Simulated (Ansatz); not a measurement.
Stretching the O2–H3 bond in HNaO (SMILES [OH][Na]) (multiplicity 1 held, fragments rigid). Energies count from the point at 0.954 Å.
Geometry at that point (charge 0, multiplicity 1):
```
atom   x (Å)   y (Å)    z (Å)
----  ------  ------  -------
Na    0.0000  0.0000  -0.9173
O     0.0000  0.0000   1.0151
H     0.0000  0.0000   1.9693
```

Unrestricted levels (U-) break spin symmetry where that is lower. Full CI gives the lowest state of the spin. Left out are points that failed, MP2 points that dive below the minimum, coupled-cluster points behind a jump of the amplitudes or a sharp parting from full CI or MRCI, small-basis points behind a change of solution, and semi-empirical points at long bonds. Curves can end on different states.

Correlated levels freeze the cores.

Programs: Ansatz (a first-principles code) with Gaussian orbitals. 

Energies in kcal/mol.

| R (Å) | U-HF/6-31G | U-MP2/6-31G | U-SCS-MP2/6-31G | U-CCSD/6-31G | FCI/6-31G |
|---|---|---|---|---|---|
| 0.763 | 35.8 | 41.6 | 41.5 | 41.5 | 41.8 |
| 0.859 | 6.3 | 9.1 | 9.1 | 9.1 | 9.3 |
| 0.954 | 0.0 | 0.0 | 0.0 | 0.0 | 0.0 |
| 1.050 | 5.7 | 3.0 | 3.0 | 2.9 | 2.7 |
| 1.145 | 17.3 | 12.1 | 12.1 | 11.5 | 11.1 |
| 1.288 | 38.9 | 30.4 | 30.1 | 28.6 | 27.8 |
| 1.431 | 58.0 | 62.7 | 62.9 | 46.0 | 44.7 |
| 1.670 | 72.8 | 91.1 | 91.3 | 71.1 | 68.5 |
| 1.908 | 78.6 | 101.4 | 101.5 | 88.8 | 85.0 |
| 2.195 | 81.0 | 106.4 | 106.2 | 103.2 | 96.6 |
| 2.576 | 79.4 | 105.0 | 104.8 | left out | 103.2 |
| 3.054 | 78.6 | 104.3 | 104.1 | left out | 102.2 |

Doubts at one or more of the structures used: a spin-contaminated determinant (U-HF/6-31G, U-MP2/6-31G, U-SCS-MP2/6-31G, U-CCSD/6-31G); T1 above 0.05 (U-CCSD/6-31G); the program's own flag: large difference (U-CCSD/6-31G).
